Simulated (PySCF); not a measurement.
**[PbF3(NH3)]+: from a saddle point downhill**

PySCF 2.14.0, RKS PBE0, Pb def2-SVP with ECP60, F def2-SVP, N def2-SVP, H def2-SVP; non-relativistic Hamiltonian with scalar-relativistic core potentials where named; density fitting; no spin-orbit coupling. Relaxed within the symmetry of its start, the geometry (C3v) is

```xyz
8

Pb    0.0464   -0.0464    0.0464
F     1.0280    1.3746    1.0280
F    -1.3746   -1.0280    1.0280
F     1.0280   -1.0280   -1.3746
N    -1.2885    1.2885   -1.2885
H    -1.8942    1.8942   -0.7205
H    -0.7205    1.8942   -1.8942
H    -1.8942    0.7205   -1.8942
```

and its lowest harmonic modes are -70, 82, 82, 114, 114, 129 cm⁻¹ (negative: unstable). It was moved along the lowest mode and relaxed again, within the group C3 that the move left.

Problem. Where does it end, and how much lower?

Solution. In C3, 0.035 eV lower, after 25 steps:
```xyz
8

Pb    0.0425   -0.0425    0.0425
F     1.2993    1.3391    0.7226
F    -1.3391   -0.7226    1.2993
F     0.7226   -1.2993   -1.3391
N    -1.2897    1.2897   -1.2897
H    -2.2842    1.0668   -1.1542
H    -1.1542    2.2842   -1.0668
H    -1.0668    1.1542   -2.2842
```

Problem. How do the contacts change?

Solution. 
```tsv
contact	saddle (Å)	end (Å)
Pb1–F2 (F)	1.987	1.988
Pb1–F3 (F)	1.987	1.988
Pb1–F4 (F)	1.987	1.988
Pb1–N5 (NH3)	2.312	2.307
```


Problem. Is the end a minimum?

Solution. Yes; lowest modes 91, 91, 105, 111, 111, 154 cm⁻¹.

State: singlet.
